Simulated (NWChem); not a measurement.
System: AlH2S2Cl; SMILES [SH][Al]([SH])[Cl]

NWChem input:

```
start job
memory heap 200 mb stack 900 mb global 1100 mb
geometry units angstroms
  Al    -0.017730     0.000176    -0.000019
  Cl    -2.124790     0.022972     0.000018
  S      1.005443     1.936623    -0.047980
  H      2.249937     1.379687    -0.036315
  S      0.963308    -1.957954     0.047984
  H      2.219560    -1.428074     0.036314
end
basis spherical
  Al library 6-31g*
  Cl library 6-31g*
  S library 6-31g*
  H library 6-31g*
end
dft
  xc hfexch
  iterations 150
end
driver
  maxiter 120
end
task dft optimize
task dft freq
```

Parts of the log:

```
             Northwest Computational Chemistry Package (NWChem) 7.3.0
             --------------------------------------------------------

 C2V symmetry detected

                             Geometry "geometry" -> ""
                             -------------------------

 Output coordinates in angstroms (scale by  1.889725989 to convert to a.u.)

  No.       Tag          Charge          X              Y              Z
 ---- ---------------- ---------- -------------- -------------- --------------
    1 Al                  13.0000     0.00000000     0.00000000    -0.01175558
    2 Cl                  17.0000     0.00000000     0.00000000    -2.11893889
    3 S                   16.0000     1.94799348     0.00000000     0.99040857
    4 H                    1.0000     1.40443121     0.00000000     2.24085474
    5 S                   16.0000    -1.94799348     0.00000000     0.99040857
    6 H                    1.0000    -1.40443121     0.00000000     2.24085474

 Effective nuclear repulsion energy (a.u.)     295.6692128547

      Symmetry information
      --------------------

 Group name             C2v
 Group number             16
 Group order               4
 No. of unique centers     4

                                Z-matrix (autoz)
                                --------

 Units are Angstrom for bonds and degrees for angles

      Type          Name      I     J     K     L     M      Value
      ----------- --------  ----- ----- ----- ----- ----- ----------
    1 Stretch                  1     2                       2.10718
    2 Stretch                  1     3                       2.19066
    3 Stretch                  1     5                       2.19066
    4 Stretch                  3     4                       1.36348
    5 Stretch                  5     6                       1.36348
    6 Bend                     1     3     4                93.72967
    7 Bend                     1     5     6                93.72967
    8 Bend                     2     1     3               117.22399
    9 Bend                     2     1     5               117.22399
   10 Bend                     3     1     5               125.55201
   11 Torsion                  2     1     3     4         180.00000
   12 Torsion                  2     1     5     6         180.00000
   13 Torsion                  3     1     5     6           0.00000
   14 Torsion                  4     3     1     5           0.00000

[...]

      ----------------------
      Optimization converged
      ----------------------

  Step       Energy      Delta E   Gmax     Grms     Xrms     Xmax
  ---- ---------------- -------- -------- -------- -------- --------
@    5   -1497.73899043 -1.6D-07  0.00004  0.00001  0.00050  0.00151
                                     ok       ok       ok       ok

                                Z-matrix (autoz)
                                --------

 Units are Angstrom for bonds and degrees for angles

      Type          Name      I     J     K     L     M      Value     Gradient
      ----------- --------  ----- ----- ----- ----- ----- ---------- ----------
    1 Stretch                  1     2                       2.09143   -0.00004
    2 Stretch                  1     3                       2.18122   -0.00001
    3 Stretch                  1     5                       2.18122   -0.00001
    4 Stretch                  3     4                       1.32962    0.00000
    5 Stretch                  5     6                       1.32962    0.00000
    6 Bend                     1     3     4                97.60008    0.00001
    7 Bend                     1     5     6                97.60008    0.00001
    8 Bend                     2     1     3               117.64898    0.00001
    9 Bend                     2     1     5               117.64898    0.00001
   10 Bend                     3     1     5               124.70204   -0.00001
   11 Torsion                  2     1     3     4         180.00000    0.00000
   12 Torsion                  2     1     5     6         180.00000    0.00000
   13 Torsion                  3     1     5     6           0.00000    0.00000
   14 Torsion                  4     3     1     5           0.00000    0.00000

[...]

 Rotational Constants
 --------------------
 A=   0.073724 cm-1  (  0.106070 K)
 B=   0.069343 cm-1  (  0.099767 K)
 C=   0.035733 cm-1  (  0.051411 K)

 Temperature                      =   298.15K
 frequency scaling parameter      =   1.0000

 Zero-Point correction to Energy  =   14.013 kcal/mol  (  0.022331 au)
 Thermal correction to Energy     =   18.133 kcal/mol  (  0.028897 au)
 Thermal correction to Enthalpy   =   18.726 kcal/mol  (  0.029841 au)

 Total Entropy                    =   81.489 cal/mol-K
   - Translational                =   40.434 cal/mol-K (mol. weight = 127.9102)
   - Rotational                   =   27.180 cal/mol-K (symmetry #  =        2)
   - Vibrational                  =   13.875 cal/mol-K

 Cv (constant volume heat capacity) =   20.248 cal/mol-K
   - Translational                  =    2.979 cal/mol-K
   - Rotational                     =    2.979 cal/mol-K
   - Vibrational                    =   14.289 cal/mol-K

[normal modes left out]

 ----------------------------------------------------------------------------
 Normal Eigenvalue ||           Projected Infra Red Intensities
  Mode   [cm**-1]  || [atomic units] [(debye/angs)**2] [(KM/mol)] [arbitrary]
 ------ ---------- || -------------- ----------------- ---------- -----------
    1       -0.000 ||    0.000331           0.008         0.323       0.115
    2       -0.000 ||    0.000263           0.006         0.256       0.091
    3       -0.000 ||    0.000002           0.000         0.002       0.001
    4        0.000 ||    0.000228           0.005         0.222       0.079
    5        0.000 ||    0.000730           0.017         0.711       0.253
    6        0.000 ||    0.000272           0.006         0.265       0.094
    7      139.570 ||    0.015619           0.360        15.226       5.408
    8      140.177 ||    0.007374           0.170         7.188       2.553
    9      199.609 ||    0.048869           1.127        47.640      16.921
   10      204.819 ||    0.000000           0.000         0.000       0.000
   11      275.844 ||    0.035393           0.817        34.503      12.255
   12      375.367 ||    0.000110           0.003         0.107       0.038
   13      576.919 ||    0.110633           2.552       107.851      38.307
   14      602.323 ||    0.219341           5.060       213.824      75.947
   15      743.414 ||    0.067367           1.554        65.673      23.326
   16      772.670 ||    0.000603           0.014         0.588       0.209
   17     2886.047 ||    0.000788           0.018         0.768       0.273
   18     2889.954 ||    0.011932           0.275        11.631       4.131
 ----------------------------------------------------------------------------
```

Level: Hartree-Fock/6-31G* (spherical d).
